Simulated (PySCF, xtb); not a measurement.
BH₃N, SMILES B[NH] (connectivity only; charge and spin as stated), charge -1, multiplicity 1.

GFN2-xTB run with xtb at its own geometry gives an orbital gap of 5.23 eV.

Coordinates come from a PBE0-D3(BJ)/def2-TZVPD optimisation. The spin state was assumed, not searched. The isomer is the one that the SMILES or the coordinates give; other isomers of the formula were not compared.

**Question.** What does HF/def2-TZVPD (PySCF) give? (An estimate is asked for; the answer gives what the named calculation found.)

**Answer.** gap 8.52 eV (levels -3.45 and 5.07 eV).
